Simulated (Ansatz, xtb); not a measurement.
Ranking isomers of BF2HSi

6 gas-phase structures of BF2HSi, found in a search over its isomers (lower ones may exist). Each was relaxed with GFN2-xTB:

A. `FB(F)[SiH]`, a singlet
B. `FB(F)[SiH]`, a triplet
C. `FB[Si]F`, a singlet
D. `B=[Si](F)F`, a singlet
E. `FB[Si]F`, a triplet
F. a singlet given by its coordinates

F (Å):

```yaml
atoms:
  - { symbol: B, position_ang: [-0.2664, -0.5102, 0.3967] }
  - { symbol: F, position_ang: [-1.4405, -1.0649, 0.5808] }
  - { symbol: F, position_ang: [1.2265, 0.8446, -1.7256] }
  - { symbol: Si, position_ang: [0.3540, 1.0624, -0.3649] }
  - { symbol: H, position_ang: [1.0612, 2.2112, 0.1843] }
```

Close contacts (Å): B1–F2 1.31, B1–Si4 1.85, F3–Si4 1.63, Si4–H5 1.46.

Problem. Estimate their order in r2SCAN-D4/def2-SVP energy at these geometries, lowest first.

Solution. Calculated order at r2SCAN-D4/def2-SVP: B (0.000), A (0.080), E (0.658), C (0.666), F (1.203), D (1.686) eV. Less than 1 kcal/mol parts E and C, so the order within that pair means little. CCSD(T)/def2-TZVPP after further relaxation puts A lowest instead.

Energies above the lowest of each column, in eV; the last columns are at PBE0-D3(BJ)/def2-SVP geometries and were run for some of them only (a dash: not run or not comparable):

```csv
structure,GFN2-xTB,HF/STO-3G,r2SCAN-D4/def2-SVP,PBE0-D3(BJ)/def2-SVP,CCSD(T)/def2-TZVPP
B,–,0.000,0.000,0.310,0.567
A,0.382,0.081,0.080,0.000,0.000
E,–,1.339,0.658,1.006,–
C,0.000,1.027,0.666,0.615,0.382
F,0.723,2.827,1.203,–,–
D,0.406,4.586,1.686,–,–
```

CCSD(T)/def2-TZVPP puts A lowest of those it was run on; GFN2-xTB picks C, HF/STO-3G picks B, r2SCAN-D4/def2-SVP picks B. CCSD(T)/def2-TZVPP orders those it was run on as A (0.000), C (0.382), B (0.567) eV. Flexible structures stand in one conformer each, not always the lowest. Frequencies (PBE0-D3(BJ)/def2-SVP) were run for A, B, C alone. GFN2-xTB has no spin polarisation and isn't compared across spin states. Open shells are spin-unrestricted.

Over these structures GFN2-xTB departs from r2SCAN-D4/def2-SVP by 0.442 eV on average once a common shift is removed. A GFN2-xTB relaxation took about 0.12 s and the r2SCAN-D4/def2-SVP energy about 0.92 s on a shared host (Ansatz 0.2.0, xtb 6.7.1).
